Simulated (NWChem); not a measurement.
System: CaF cation; SMILES [F][Ca+]

Here is an NWChem input.

```
start job
memory heap 200 mb stack 900 mb global 1100 mb
charge 1
geometry units angstroms
  Ca     0.000000     0.000000    -0.615813
  F      0.000000     0.000000     1.365099
end
basis spherical
  * library def2-svp
end
dft
  xc slater vwn_5
  iterations 150
end
driver
  maxiter 120
end
task dft optimize
task dft freq
```

Output (shortened):

```
             Northwest Computational Chemistry Package (NWChem) 7.3.0
             --------------------------------------------------------

 ORDER OF PRIMARY AXIS IS BEING SET TO 4
 C4V symmetry detected

                             Geometry "geometry" -> ""
                             -------------------------

 Output coordinates in angstroms (scale by  1.889725989 to convert to a.u.)

  No.       Tag          Charge          X              Y              Z
 ---- ---------------- ---------- -------------- -------------- --------------
    1 Ca                  20.0000     0.00000000     0.00000000    -0.61476579
    2 F                    9.0000     0.00000000     0.00000000     1.36614621

 Effective nuclear repulsion energy (a.u.)      48.0848744517

      Symmetry information
      --------------------

 Group name             C4v
 Group number             18
 Group order               8
 No. of unique centers     2

                                Z-matrix (autoz)
                                --------

 Units are Angstrom for bonds and degrees for angles

      Type          Name      I     J     K     L     M      Value
      ----------- --------  ----- ----- ----- ----- ----- ----------
    1 Stretch                  1     2                       1.98091

                           NWChem Geometry Optimization
                           ----------------------------

 maximum gradient threshold         (gmax) =   0.000450
 rms gradient threshold             (grms) =   0.000300
 maximum cartesian step threshold   (xmax) =   0.001800
 rms cartesian step threshold       (xrms) =   0.001200
 fixed trust radius                (trust) =   0.300000
 source of zmatrix                         =   autoz

          -------------------
          Energy Minimization
          -------------------

 Using diagonal initial Hessian
 Scaling for Hessian diagonals: bonds = 1.00  angles = 0.25  torsions = 0.10

          --------
          Step   0

                                 NWChem DFT Module
                                 -----------------

 Summary of "ao basis" -> "ao basis" (spherical)
 ------------------------------------------------------------------------------
       Tag                 Description            Shells   Functions and Types
 ---------------- ------------------------------  ------  ---------------------
 Ca                         def2-svp                10       24   5s3p2d
 F                          def2-svp                 6       14   3s2p1d

      Symmetry analysis of basis
      --------------------------

        a1         16
        a2          0
        b1          3
        b2          3
        e          16

            General Information
            -------------------
          SCF calculation type: DFT
          Wavefunction type:  closed shell.
          No. of atoms     :     2
          No. of electrons :    28
           Alpha electrons :    14
            Beta electrons :    14
          Charge           :     1
          Spin multiplicity:     1
          Use of symmetry is: on ; symmetry adaption is: on
          Maximum number of iterations: 150
          AO basis - number of functions:    38
                     number of shells:    16
          Convergence on energy requested:  1.00D-06
          Convergence on density requested:  1.00D-05
          Convergence on gradient requested:  5.00D-04

              XC Information
              --------------
                        Slater Exchange Functional  1.000 local
                      VWN V Correlation Functional  1.000 local

             Grid Information
             ----------------
          Grid used for XC integration:  medium
          Radial quadrature: Mura-Knowles
          Angular quadrature: Lebedev.
          Tag              B.-S. Rad. Rad. Pts. Rad. Cut. Ang. Pts.
          ---              ---------- --------- --------- ---------
          Ca                  1.80      112          11.0       590
          F                   0.50       49           7.0       434
          Grid pruning is: on
          Number of quadrature shells:   161
          Spatial weights used:  Erf1

      Superposition of Atomic Density Guess
      -------------------------------------

 Sum of atomic energies:        -775.95321532

 Renormalizing density from      29.00 to     28

      Non-variational initial energy
      ------------------------------

 Total energy =    -758.614641
 1-e energy   =   -1120.820231
 2-e energy   =     314.120716
 HOMO         =      -1.108078
 LUMO         =      -0.421714

      Symmetry analysis of molecular orbitals - initial
      -------------------------------------------------

 !! scf_movecs_sym_adapt:    6 vectors were symmetry contaminated

  Symmetry fudging

 !! scf_movecs_sym_adapt:    6 vectors were symmetry contaminated

  Numbering of irreducible representations:

     1 a1          2 a2          3 b1          4 b2          5 e

  Orbital symmetries:

[...]

      ----------------------
      Optimization converged
      ----------------------

  Step       Energy      Delta E   Gmax     Grms     Xrms     Xmax
  ---- ---------------- -------- -------- -------- -------- --------
@    3    -774.63708481 -2.3D-09  0.00000  0.00000  0.00004  0.00006
                                     ok       ok       ok       ok

                                Z-matrix (autoz)
                                --------

 Units are Angstrom for bonds and degrees for angles

      Type          Name      I     J     K     L     M      Value     Gradient
      ----------- --------  ----- ----- ----- ----- ----- ---------- ----------
    1 Stretch                  1     2                       1.83988   -0.00000

                         Geometry "geometry" -> "geometry"
                         ---------------------------------

 Output coordinates in angstroms (scale by  1.889725989 to convert to a.u.)

  No.       Tag          Charge          X              Y              Z
 ---- ---------------- ---------- -------------- -------------- --------------
    1 Ca                  20.0000     0.00000000     0.00000000    -0.54424746
    2 F                    9.0000     0.00000000     0.00000000     1.29562788

 Effective nuclear repulsion energy (a.u.)      51.7708470094

      Symmetry information
      --------------------

 Group name             C4v
 Group number             18
 Group order               8
 No. of unique centers     2

                Final and change from initial internal coordinates
                --------------------------------------------------

                                Z-matrix (autoz)
                                --------

 Units are Angstrom for bonds and degrees for angles

      Type          Name      I     J     K     L     M      Value       Change
      ----------- --------  ----- ----- ----- ----- ----- ---------- ----------
    1 Stretch                  1     2                       1.83988   -0.14104

 ==============================================================================
                                internuclear distances
 ------------------------------------------------------------------------------
       center one      |      center two      | atomic units |  angstroms
 ------------------------------------------------------------------------------
    2 F                |   1 Ca               |     3.47686  |     1.83988
 ------------------------------------------------------------------------------
                         number of included internuclear distances:          1
 ==============================================================================

[second-derivative integrals and response iterations left out]

  Vibrational analysis via the FX method

  See chapter 2 in "Molecular Vibrations" by Wilson, Decius and Cross

  Vib: Default input used

[...]

 Rotational Constants
 --------------------
 A=   0.000000 cm-1  (  0.000000 K)
 B=   0.386738 cm-1  (  0.556418 K)
 C=   0.386738 cm-1  (  0.556418 K)

 Temperature                      =   298.15K
 frequency scaling parameter      =   1.0000

 Linear Molecule

 Zero-Point correction to Energy  =    1.070 kcal/mol  (  0.001705 au)
 Thermal correction to Energy     =    2.610 kcal/mol  (  0.004159 au)
 Thermal correction to Enthalpy   =    3.202 kcal/mol  (  0.005102 au)

 Total Entropy                    =   52.847 cal/mol-K
   - Translational                =   38.126 cal/mol-K (mol. weight =  58.9610)
   - Rotational                   =   14.468 cal/mol-K (symmetry #  =        1)
   - Vibrational                  =    0.253 cal/mol-K

 Cv (constant volume heat capacity) =    5.704 cal/mol-K
   - Translational                  =    2.979 cal/mol-K
   - Rotational                     =    1.986 cal/mol-K
   - Vibrational                    =    0.739 cal/mol-K

[normal modes left out]

 ----------------------------------------------------------------------------
 Normal Eigenvalue ||           Projected Infra Red Intensities
  Mode   [cm**-1]  || [atomic units] [(debye/angs)**2] [(KM/mol)] [arbitrary]
 ------ ---------- || -------------- ----------------- ---------- -----------
    1       -0.000 ||    0.016960           0.391        16.534       3.452
    2        0.000 ||    0.057220           1.320        55.781      11.645
    3        0.000 ||    0.057220           1.320        55.781      11.645
    4        0.000 ||    0.013807           0.319        13.460       2.810
    5        0.000 ||    0.013807           0.319        13.460       2.810
    6      748.690 ||    0.135815           3.133       132.400      27.639
 ----------------------------------------------------------------------------
```

Level: LDA (Slater exchange, VWN5)/def2-SVP.
